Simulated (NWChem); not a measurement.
Program: NWChem. System: hexane (C₆H₁₄), charge 0, spin multiplicity 1, at a geometry optimised with PBE0/def2-SVP. Level: PBE/def2-SVP.

Part of the output:

```
             Northwest Computational Chemistry Package (NWChem) 7.3.0
             --------------------------------------------------------

                                NWChem Input Module
                                -------------------

 Scaling coordinates for geometry "geometry" by  1.889725989
 (inverse scale =  0.529177249)

                             Geometry "geometry" -> ""
                             -------------------------

 Output coordinates in angstroms (scale by  1.889725989 to convert to a.u.)

  No.       Tag          Charge          X              Y              Z
 ---- ---------------- ---------- -------------- -------------- --------------
    1 C                    6.0000     2.86577300     0.88897200    -0.34309900
    2 C                    6.0000     1.84542700     0.04652500     0.40682300
    3 C                    6.0000     0.46140000     0.05420100    -0.23068300
    4 C                    6.0000    -0.56274600    -0.78570800     0.52352100
    5 C                    6.0000    -1.94581400    -0.84879900    -0.12111500
    6 C                    6.0000    -2.68533500     0.48102900    -0.17380800
    7 H                    1.0000     2.99526900     0.53379600    -1.37840200
    8 H                    1.0000     2.55265200     1.94439100    -0.39622400
    9 H                    1.0000     3.85318400     0.86055200     0.14269700
   10 H                    1.0000     2.20607000    -0.99530300     0.47795900
   11 H                    1.0000     1.76493900     0.40371200     1.44913100
   12 H                    1.0000     0.11008100     1.09851100    -0.30809800
   13 H                    1.0000     0.53724800    -0.31269900    -1.27141700
   14 H                    1.0000    -0.65975800    -0.39975400     1.55543400
   15 H                    1.0000    -0.17066300    -1.81305100     0.62644400
   16 H                    1.0000    -1.84946900    -1.25708400    -1.14338500
   17 H                    1.0000    -2.55956400    -1.57882600     0.43369600
   18 H                    1.0000    -2.80005100     0.91364100     0.83378100
   19 H                    1.0000    -3.69381600     0.36101400    -0.59869300
   20 H                    1.0000    -2.15834600     1.22378600    -0.79275100

 Effective nuclear repulsion energy (a.u.)     247.1659974908

            Nuclear Dipole moment (a.u.)
            ----------------------------
        X                 Y               Z
[...]
   140      0.136011  18 H  s                20      0.134221   2 C  pz

 Vector   24  Occ=2.000000D+00  E=-2.724157D-01
              MO Center=  1.8D-01, -2.3D-01,  1.1D-01, r^2= 4.5D+00
   Bfn.  Coefficient  Atom+Function         Bfn.  Coefficient  Atom+Function
  ----- ------------  ---------------      ----- ------------  ---------------
    32      0.211588   3 C  px              115      0.195021  13 H  s
   110     -0.189466  12 H  s               120      0.189589  14 H  s
    46     -0.187317   4 C  px               18     -0.175158   2 C  px
   125     -0.166827  15 H  s                60      0.158281   5 C  px
   100     -0.152618  10 H  s               116      0.140650  13 H  s

 Vector   25  Occ=2.000000D+00  E=-2.675179D-01
              MO Center= -3.2D-01, -2.3D-01,  2.7D-02, r^2= 5.3D+00
   Bfn.  Coefficient  Atom+Function         Bfn.  Coefficient  Atom+Function
  ----- ------------  ---------------      ----- ------------  ---------------
    33      0.244011   3 C  py              135     -0.236294  17 H  s
    47     -0.185786   4 C  py               46     -0.174770   4 C  px
    60      0.173585   5 C  px              110      0.170939  12 H  s
    32      0.160672   3 C  px              150     -0.159857  20 H  s
    61      0.151740   5 C  py               19     -0.149867   2 C  py

 Vector   26  Occ=0.000000D+00  E= 3.635428D-02
              MO Center= -3.2D-01, -1.0D-01,  8.8D-03, r^2= 9.5D+00
   Bfn.  Coefficient  Atom+Function         Bfn.  Coefficient  Atom+Function
  ----- ------------  ---------------      ----- ------------  ---------------
    73      0.953420   6 C  s                31      0.903505   3 C  s
    59      0.760439   5 C  s                 3      0.710064   1 C  s
    45      0.699646   4 C  s                17      0.667293   2 C  s
   111     -0.578751  12 H  s               116     -0.575657  13 H  s
   126     -0.554215  15 H  s               146     -0.527246  19 H  s

 Vector   27  Occ=0.000000D+00  E= 5.045885D-02
              MO Center=  6.5D-01,  1.8D-01, -6.2D-02, r^2= 1.3D+01
   Bfn.  Coefficient  Atom+Function         Bfn.  Coefficient  Atom+Function
  ----- ------------  ---------------      ----- ------------  ---------------
     3      1.537019   1 C  s                17      0.959518   2 C  s
    59     -0.952229   5 C  s                73     -0.809632   6 C  s
    96     -0.739011   9 H  s                91     -0.733740   8 H  s
    86     -0.711733   7 H  s               136      0.685499  17 H  s
   106     -0.579082  11 H  s                45     -0.550335   4 C  s

 Vector   28  Occ=0.000000D+00  E= 6.121793D-02
              MO Center= -9.6D-02, -8.8D-02, -1.4D-02, r^2= 8.2D+00
   Bfn.  Coefficient  Atom+Function         Bfn.  Coefficient  Atom+Function
  ----- ------------  ---------------      ----- ------------  ---------------
    73      1.338736   6 C  s               126      0.883043  15 H  s
   111     -0.784102  12 H  s               101      0.743300  10 H  s
    59     -0.718036   5 C  s               151     -0.711795  20 H  s
   141     -0.592468  18 H  s                45     -0.566090   4 C  s
    91     -0.442036   8 H  s               116      0.426405  13 H  s

 center of mass
 --------------
 x =  -0.00278192 y =  -0.02139662 z =   0.00805285

 moments of inertia (a.u.)
 ------------------
         235.011259131260        -179.792052178700          -2.104316247458
        -179.792052178700        1334.112628448163          39.101819918840
          -2.104316247458          39.101819918840        1425.821781220300

     Multipole analysis of the density
     ---------------------------------

     L   x y z        total         alpha         beta         nuclear
     -   - - -        -----         -----         ----         -------
     0   0 0 0     -0.000000    -25.000000    -25.000000     50.000000

     1   1 0 0     -0.007805     -0.003908     -0.003908      0.000011
     1   0 1 0     -0.017535     -0.008773     -0.008773      0.000011
     1   0 0 1      0.005201      0.002595      0.002595      0.000011

     2   2 0 0    -31.323794   -397.885056   -397.885056    764.446318
     2   1 1 0     -0.035703    -52.721195    -52.721195    105.406687
     2   1 0 1      0.017687     -0.307809     -0.307809      0.633305
     2   0 2 0    -31.151420    -71.702575    -71.702575    112.253730
     2   0 1 1      0.209494     12.226309     12.226309    -24.243123
     2   0 0 2    -31.080933    -44.178329    -44.178329     57.275724

 Task  times  cpu:       32.7s     wall:       32.7s

 Total times  cpu:       32.8s     wall:       32.8s
```

Question: Write an NWChem input that would produce this output.

Answer: One answer among several that fit: 
```
start mol
memory heap 200 mb stack 900 mb global 1100 mb
geometry units angstroms nocenter noautoz noautosym
  C      2.865773     0.888972    -0.343099
  C      1.845427     0.046525     0.406823
  C      0.461400     0.054201    -0.230683
  C     -0.562746    -0.785708     0.523521
  C     -1.945814    -0.848799    -0.121115
  C     -2.685335     0.481029    -0.173808
  H      2.995269     0.533796    -1.378402
  H      2.552652     1.944391    -0.396224
  H      3.853184     0.860552     0.142697
  H      2.206070    -0.995303     0.477959
  H      1.764939     0.403712     1.449131
  H      0.110081     1.098511    -0.308098
  H      0.537248    -0.312699    -1.271417
  H     -0.659758    -0.399754     1.555434
  H     -0.170663    -1.813051     0.626444
  H     -1.849469    -1.257084    -1.143385
  H     -2.559564    -1.578826     0.433696
  H     -2.800051     0.913641     0.833781
  H     -3.693816     0.361014    -0.598693
  H     -2.158346     1.223786    -0.792751
end
basis spherical
  * library def2-svp
end
dft
  xc xpbe96 cpbe96
  semidirect memsize 60000000 filesize 0
  iterations 100
end
task dft energy
```
